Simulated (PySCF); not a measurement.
# Two-component Hartree-Fock for K¹⁰⁺ (potassium, charge +10)

Start: [He] 2s2 2p5; 2p1/2 filled at m_j = -1/2, +1/2; 2p3/2 filled at m_j = -1/2, +1/2, +3/2. Calculated with PySCF 2.14 in an uncontracted even-tempered set (18 s from 1.4 bohr⁻², ratio 2.4; 11 p from 1.9 bohr⁻², ratio 2.4; 5 d from 10 bohr⁻², ratio 2.6; 5 f from 16 bohr⁻², ratio 2.6): generalised Hartree-Fock with the X2C-1e Hamiltonian and a Gaussian nucleus; one run each with spin-orbit coupling (SO) switched off, then screened by Boettger's factors.

| spinor shell | electrons | ε, spin-free (eV) | ε, screened SO (eV) | weight of nominal j (screened SO) | rms radius, screened SO (bohr) |
| --- | --- | --- | --- | --- | --- |
| 1s1/2 | 2 | -3938.8 | -3938.6 | 1.000 | 0.0935 |
| 2s1/2 | 2 | -644.93 | -644.88 | 1.000 | 0.405 |
| 2p1/2 | 2 | -571.22 | -574.29 | 0.751 | 0.368 |
| 2p3/2 | 3 | -571.22 | -569.45 | 0.834 | 0.370 |

| quantity | spin-free | screened SO |
| --- | --- | --- |
| E (hartree) | -554.93228 | -554.97175 |
| M_J | 3/2 | 3/2 |
| ⟨J²⟩ | 3.750 | 3.750 |
| ⟨L²⟩ | 2.000 | 2.000 |
| ⟨S²⟩ | 0.750 | 0.750 |

Each row is a mean over spinors that exchange with the open shell spreads, by up to 13.724 eV (2s1/2).

Rows whose weight is well below 1 are mixtures of j = l ± 1/2: exchange outweighs spin-orbit coupling there, and the label is only the starting occupation.

Without spin-orbit coupling the j labels of p, d and f shells carry no meaning; the spin-free column gives the mean over the occupied spinors of each nl shell.
